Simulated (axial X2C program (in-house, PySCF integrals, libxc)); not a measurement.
## HYbH⁺: a free-ion multiplet in an axial field

Computed with an axial X2C code built on PySCF integrals: two-component X2C with atomic mean-field Coulomb and Gaunt terms, basis H dyall-v3z, Yb dyall-v3z (cores contracted in-house). Orbitals come from Hartree–Fock averaged over the configuration Yb f13 s0; CI then distributes these electrons over the f, s shells of Yb.

H–Yb–H held linear, both bonds 1.992 Å.

(1) Which level do Hund's rules give for f13, how many Ω levels does it split into, and what is its Landé factor?

The computed levels compare thus:

```json
{"Ω": "1/2", "energy (cm⁻¹)": "0", "g∥ computed": "1.23", "2gJΩ": "1.14"}
{"Ω": "3/2", "energy (cm⁻¹)": "771", "g∥ computed": "3.50", "2gJΩ": "3.43"}
{"Ω": "5/2", "energy (cm⁻¹)": "1652", "g∥ computed": "5.78", "2gJΩ": "5.71"}
{"Ω": "7/2", "energy (cm⁻¹)": "2936", "g∥ computed": "8.00", "2gJΩ": "8.00"}
```

The 4 lowest levels are just these Ω; they span 2936 cm⁻¹, the lowest has Ω = 1/2, and the next level lies at 10232 cm⁻¹. Departures of g∥ from 2gJΩ come from intermediate coupling and from mixing with the higher-lying level J − 1 of the term. The computed g∥ is the magnitude of 2⟨Lz + ge Sz⟩.

There is no dynamic correlation: spin–orbit spacings and, for f shells, spacings inside one term are the most reliable numbers, splittings between terms come out too wide, and energies between configurations are not reliable, so the lowest level need not be the ground state of the molecule. At most 4 roots were kept for each Ω > 0 (twice that for Ω = 0) within 2.2 eV of the lowest, so higher up levels can be missing between those listed; levels with Ω > 0 are doubly degenerate and listed once, Ω = 0 levels singly. States that fill the shells left empty in the average are placed too high. The molecule was held linear; bending was not examined.

## Answers

(1) S = 1/2, L = 3, J = 7/2 (2F7/2). It gives Ω = 1/2 to 7/2, 4 levels. gJ = 3/2 + [S(S+1) − L(L+1)]/[2J(J+1)] = 1.143, so g∥ = 2gJΩ.
